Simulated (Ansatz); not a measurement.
Two isomers of CH7NSeSi: A = `CN[SiH2][SeH]`, B = `NC([SiH3])[SeH]`.

Isolated molecules relaxed with PBE0-D4/def2-TZVP in Ansatz; ΔE leaves out vibrations. CCSD(T)/CBS adds triple-zeta CCSD(T) − MP2 to the extrapolated MP2 energy (def2 sets, frozen cores). Functionals use def2-TZVPP. B3LYP here is the variant with VWN-RPA as its local correlation; programs differ in this. For Se outer-core shells are correlated without core-valence functions, which leaves a few kJ/mol of doubt a bond. Scalar relativity is left out up to krypton. One conformer a species, not always the lowest.

Task: Which is lower in electronic energy at CCSD(T)/CBS, and by how much? (Best estimate.)

Result: The calculation gave: A, by 42.4 kcal/mol.

Task: Give E(B) − E(A) in kcal/mol with CCSD(T)/def2-TZVPP, PBE0-D4, B3LYP, MP2/def2-TZVPP, B3LYP-D4, CCSD/def2-TZVPP, ωB97M-V. (An estimate is asked.)

Result: The calculation gave: CCSD(T)/def2-TZVPP 41.3, PBE0-D4 42.1, B3LYP 42.9, MP2/def2-TZVPP 42.4, B3LYP-D4 42.1, CCSD/def2-TZVPP 42.2, ωB97M-V 42.3. None reverses the order clearly.

Largest T1 diagnostic: 0.010.

The D4 term adds −0.8 kcal/mol with B3LYP and −0.4 kcal/mol with PBE0; it sums over pairs of atoms, weighted by their polarisabilities, and B3LYP, whose exchange is more repulsive, gets the larger term. In def2-TZVPP, CCSD(T) changes the Hartree–Fock value by −5.5 kcal/mol (the triples alone add −0.9 kcal/mol) and MP2 by −4.4 kcal/mol.
